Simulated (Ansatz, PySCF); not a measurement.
Reaction R1 + R2 → P1, each structure at its B3LYP-D3(BJ)/def2-TZVP stationary point, reached from a drawn start (curvature not checked).
R1, OTi (SMILES [O]=[Ti]) (charge 0, multiplicity 3, Z-matrix in Å and degrees):
```
Ti
O 1 1.6125
```
P1, H2O2Ti (SMILES [OH][Ti][OH]) (charge 0, multiplicity 3, Z-matrix in Å and degrees):
```
Ti
O 1 1.8246
H 2 0.9548 1 169.00
O 1 1.8246 2 164.83 3 0.13
H 4 0.9548 1 168.98 2 0.03
```
R2: H2O (SMILES O), charge 0, multiplicity 1.

P less R. No zero-point or thermal terms; singlets are restricted closed shells; open shells are unrestricted; no spin–orbit coupling. The spin states of the d-block species are the ones drawn and need not be the lowest.

Programs: Ansatz (Gaussian basis) for Hartree–Fock, density functionals and correlated methods; PySCF for M06-2X and the D3/D4 terms. No computed number here is a measurement.

Q: One of these levels gives -69.77 kcal/mol for the reaction energy. Which?
A) PBE-D4/def2-TZVPP
B) CAM-B3LYP/def2-TZVPP
C) M06-2X/def2-TZVPP
D) SVWN5/def2-TZVPP

A: C, M06-2X/def2-TZVPP. The others give -56.56 (SVWN5/def2-TZVPP), -49.54 (PBE-D4/def2-TZVPP), -62.87 (CAM-B3LYP/def2-TZVPP)

Ansatz is a first-principles code.
